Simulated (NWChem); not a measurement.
Molecule: GaH$_{2}$Cl; SMILES [Cl][GaH2]

```xyz
4

Ga     0.0000     0.0000     0.7144
H      0.0000    -1.4223     1.3671
H      0.0000     1.4223     1.3671
Cl     0.0000     0.0000    -1.4636
```
Atoms are numbered in this order, from 1.

The geometry was optimised at B3LYP/6-31G* (spherical d).

Symmetry labels are those of C2v in the frame above (b1 and b2, or b-type labels, depend on it).

Problem. List the 6 lowest vertical singlet excitations from PBE0/def2-SVP, TDA (NWChem).

Solution. 
```
state  energy (eV)  oscillator strength  symmetry  leading excitation (squared amplitude)
-----  -----------  -------------------  --------  --------------------------------------
S1            5.08                0.000        a2                      HOMO → LUMO (1.00)
S2            6.27                0.042        a1                    HOMO−1 → LUMO (0.93)
S3            6.48                0.000        a2                    HOMO−3 → LUMO (1.00)
S4            6.50                0.012        b1                    HOMO−2 → LUMO (0.99)
S5            7.19                0.046        b2                    HOMO → LUMO+1 (0.90)
S6            7.66                0.030        b1                  HOMO−1 → LUMO+1 (0.98)
```
